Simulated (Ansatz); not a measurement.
One change: `OB1CN1` becomes `[InH2][B]1CN1`.

Ansatz, PBE0-D4/def2-TZVP geometries, multiplicity 1. Each molecule was computed in one conformer, which needn't be the lowest.

Elements past krypton have def2 core potentials.

```
                                      property  `OB1CN1`
         HOMO energy (ωB97M-V/def2-TZVPP) / eV     -9.51
            LUMO energy (PBE0/def2-TZVPP) / eV      0.71
size of the dipole moment (PBE/def2-TZVPP) / D      1.06
          HOMO–LUMO gap (PBE0/def2-TZVPP) / eV      7.89
         LUMO energy (ωB97M-V/def2-TZVPP) / eV      2.01
           LUMO energy (B3LYP/def2-TZVPP) / eV      0.33
```

Question: What does the change do to each property? (An estimate is asked.)

Answer: The calculation gave: 
| property | `[InH2][B]1CN1` | shift |
| --- | --- | --- |
| HOMO energy (ωB97M-V/def2-TZVPP) / eV | -9.23 | 0.28 |
| LUMO energy (PBE0/def2-TZVPP) / eV | -1.74 | -2.45 |
| size of the dipole moment (PBE/def2-TZVPP) / D | 1.88 | 0.82 |
| HOMO–LUMO gap (PBE0/def2-TZVPP) / eV | 5.38 | -2.51 |
| LUMO energy (ωB97M-V/def2-TZVPP) / eV | -0.29 | -2.30 |
| LUMO energy (B3LYP/def2-TZVPP) / eV | -2.01 | -2.34 |

With PBE0 the HOMO rises by 0.06 eV and the LUMO falls by 2.45 eV, so the gap narrows by about 2.51 eV. PBE moves the HOMO by -0.20 eV and ωB97M-V by 0.28 eV. The zero-point energy changes by -8.9 kJ/mol with +3 modes. Dipoles are sizes alone; their direction can turn.

B3LYP here is the variant with VWN-RPA as its local correlation; programs differ in this.
